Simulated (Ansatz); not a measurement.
`CB(C)BN` + `N[SiH3]` → `CB(C)N[SiH3]` + `BN`  (cleavage of the B–B bond)

Calculated with Ansatz (gas phase, PBE0-D4/def2-TZVP geometries, no zero-point term in ΔE). CCSD(T)/CBS adds triple-zeta CCSD(T) − MP2 to the extrapolated MP2 energy (def2 sets, frozen cores). This one scheme is used for every species. DFT in def2-TZVPP. B3LYP here is the variant with VWN-RPA as its local correlation; programs differ in this. One conformer a species, not always the lowest.

```
             level  ΔE (kJ/mol)
           PBE0-D4       -155.2
            B2PLYP       -161.6
             B3LYP       -155.9
SCS-MP2/def2-TZVPP       -167.0
CCSD(T)/def2-TZVPP       -164.0
     HF/def2-QZVPP       -161.6
    MP2/def2-QZVPP       -166.9
     MP2/CBS(def2)       -165.7
```

Task: What does CCSD(T)/CBS give? (An estimate is asked.)

Result: The calculation gave: -161.1 kJ/mol. The listed levels differ from it by 5.9, -0.5, 5.2, -5.9, -2.9, -0.5, -5.8, -4.6 kJ/mol.

Largest T1 diagnostic among the species: 0.012.

The D4 term adds −5.6 kJ/mol with B3LYP and −3.0 kJ/mol with PBE0; it sums over pairs of atoms, weighted by their polarisabilities, and B3LYP, whose exchange is more repulsive, gets the larger term. From PBE to PBE0 (25 % exact exchange), in def2-TZVPP and without D4, ΔE moves by −3.3 kJ/mol.
